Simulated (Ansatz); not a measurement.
Input and output for `[CH3][GaH][O]CO`.

```yaml
crystal:
  periodic: [false, false, false]
  atoms:
    - {symbol: C, position_ang: [-1.995740, 0.279255, 0.148226]}
    - {symbol: Ga, position_ang: [-0.208068, 0.245500, 0.948689]}
    - {symbol: O, position_ang: [0.851730, -1.248774, 0.524774]}
    - {symbol: C, position_ang: [1.442158, -0.808670, -0.606244]}
    - {symbol: O, position_ang: [1.220871, 0.652485, -0.676713]}
    - {symbol: H, position_ang: [-2.712714, -0.221984, 0.803336]}
    - {symbol: H, position_ang: [-2.340849, 1.304957, 0.001956]}
    - {symbol: H, position_ang: [-1.999558, -0.234030, -0.814625]}
    - {symbol: H, position_ang: [0.316494, 1.052917, 2.187292]}
    - {symbol: H, position_ang: [2.525995, -0.991083, -0.632856]}
    - {symbol: H, position_ang: [0.982541, -1.186189, -1.530531]}
    - {symbol: H, position_ang: [1.994340, 1.100412, -0.319404]}
basis:
  gaussian: {orbitals: cc-pVTZ-DK, final_grid: {core_spheres: 5, valence_spheres: 4, degree: 11}}
magnetization: {spin_polarized: true, initial_magnetization: 0}
hamiltonian: {xc: {name: r2SCAN50}}
output: {forces: true}
```

```sh
$ ansatz run in.yaml --threads 4 --pin off --events-out ev --progress --plain --max-ram 10444MiB
```

Shortened log:

```
Functional definition: r2SCAN50
1630 factors; their error is unknown
mean field evaluation 1: about -59169.5209 eV, gradient 4.3e1 eV
mean field evaluation 2: about -59169.7044 eV, gradient 4.3e1 eV
mean field evaluation 4: about -59176.4435 eV, gradient 1.9e0 eV
mean field evaluation 8: about -59176.4510 eV, gradient 8.1e-2 eV
mean field evaluation 16: about -59176.9083 eV, gradient 4.3e-4 eV
mean field -59176.90830019 eV, -2174.7112684827 hartree, gradient 4.8e-5 eV, S^2 0.000000; 0 other end points of the search recorded, 0 dependent functions left out
reference -59176.90830845 eV, -2174.7112687865 hartree; 33, 33 occupied and 228, 228 virtual orbitals, 1630 factors
Total energy: -59176.90830845 eV, -2174.7112687865 hartree
Relativity: scalar
Atom 0 at    -1.995740     0.279255     0.148226 Å, force     0.203223     0.119670     0.106122 eV/Å
Atom 1 at    -0.208068     0.245500     0.948689 Å, force     0.156583    -0.279652    -0.159256 eV/Å
Atom 2 at     0.851730    -1.248774     0.524774 Å, force    -0.154487     0.728380    -0.344305 eV/Å
Atom 3 at     1.442158    -0.808670    -0.606244 Å, force    -0.070150    -0.047154    -0.048698 eV/Å
Atom 4 at     1.220871     0.652485    -0.676713 Å, force     0.581474    -0.204943     0.449263 eV/Å
Atom 5 at    -2.712714    -0.221984     0.803336 Å, force     0.201676     0.104015    -0.169274 eV/Å
Atom 6 at    -2.340849     1.304957     0.001956 Å, force     0.048370    -0.321062     0.006817 eV/Å
Atom 7 at    -1.999558    -0.234030    -0.814625 Å, force    -0.010384     0.101675     0.277008 eV/Å
Atom 8 at     0.316494     1.052917     2.187292 Å, force    -0.141884    -0.180228    -0.300513 eV/Å
Atom 9 at     2.525995    -0.991083    -0.632856 Å, force    -0.382147     0.077673     0.037912 eV/Å
Atom 10 at     0.982541    -1.186189    -1.530531 Å, force     0.152976     0.179566     0.379393 eV/Å
Atom 11 at     1.994340     1.100412    -0.319404 Å, force    -0.585248    -0.277940    -0.234469 eV/Å
Dipole moment:     0.223267     0.286392    -0.207753 e Å
```

It took 8.5 s on 4 threads of an Arm Neoverse V1 on a shared host, with 1 GiB of host memory at the peak.
